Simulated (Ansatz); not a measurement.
`[NH2][Ti]([NH2])([Br])[Br]`, relaxed with RKS PBE-D4/def2-SVP in Ansatz 0.2.0 from a rough embedded geometry. The force threshold is 0.03 eV/Å; the program also tests the step.

Total charge 0; spin multiplicity 1.

Start:

```xyz
9

N     1.126    1.391    0.057
Ti    0.209   -0.331   -0.306
N    -1.811   -0.033   -0.258
Br    0.881   -1.231   -2.522
Br    0.892   -2.009    1.428
H     0.868    1.752    1.046
H     2.169    1.227    0.126
H    -2.042    0.231    0.756
H    -2.291   -0.998   -0.328
```

```tsv
step	energy (eV)	largest force (eV/Å)	largest move (Å)
1	-166205.4295	2.324	0.000
2	-166206.0965	1.383	0.194
3	-166206.3063	0.796	0.124
4	-166206.3893	0.598	0.200
5	-166206.4197	0.184	0.200
6	-166206.4304	0.135	0.127
7	-166206.4335	0.801	0.161
8	-166206.4553	0.739	0.159
9	-166206.4913	0.143	0.200
10	-166206.5025	0.084	0.200
11	-166206.5070	0.060	0.088
12 (rejected)	-166206.5068	0.225	0.095
13	-166206.5081	0.011	0.047
14	-166206.5083	0.059	0.049
15	-166206.5084	0.016	0.009
```

End:

```xyz
9

N     1.077    1.124    0.190
Ti    0.265   -0.517   -0.135
N    -1.553   -0.209    0.050
Br    0.757   -1.191   -2.362
Br    1.002   -2.073    1.508
H     0.622    2.014    0.418
H     2.097    1.242    0.152
H    -2.081   -0.383    0.913
H    -2.187   -0.008   -0.732
```

It took 37 s on 4 threads of an Arm Neoverse V1 on a shared host, with 0.25 GiB of host memory at the peak.
